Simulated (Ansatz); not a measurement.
Species: Sb, charge 0, quartet.

Total energies in hartree (Ansatz, a quantum-chemistry and plane-wave program). UHF or UKS for unpaired electrons; spin-orbit terms are left out. Correlated methods leave the cores frozen (noble-gas shells, and filled d and f shells in the p block). Past Kr the def2 sets carry scalar-relativistic core potentials. Spin-orbit terms, left out, reach several kcal/mol for Br and I, and more for heavier atoms.

```tsv
species	HF/def2-TZVPPD	CCSD(T)/def2-TZVPPD	HF/def2-QZVPPD	CCSD(T)/def2-QZVPPD	CCSDT(Q)/def2-QZVPPD
1: Sb (quartet)	-239.27734	-239.35292	-239.27798	-239.35813	-239.35875
2: Sb+ (triplet)	-238.96199	-239.02233	-238.96290	-239.02622	-239.02663
```

### Question
Work out the first ionisation energy (Sb+ (triplet) against Sb (quartet)) in eV: take Hartree-Fock from def2-QZVPPD, extrapolate the CCSD(T) correlation energy as X^-3 (X = 3, 4), and add CCSDT(Q) - CCSD(T) in def2-QZVPPD. 1 hartree = 27.211 eV.

### Answer

Species 1: correlation (64·(-0.08015) - 27·(-0.07558))/37 = -0.08348; step -0.00062; E1 = -239.27798 + (-0.08348) + (-0.00062) = -239.36208
Species 2: correlation (64·(-0.06332) - 27·(-0.06034))/37 = -0.06549; step -0.00041; E2 = -238.96290 + (-0.06549) + (-0.00041) = -239.02880
-1·E1 +1·E2 = 0.33328 hartree = 9.07 eV.
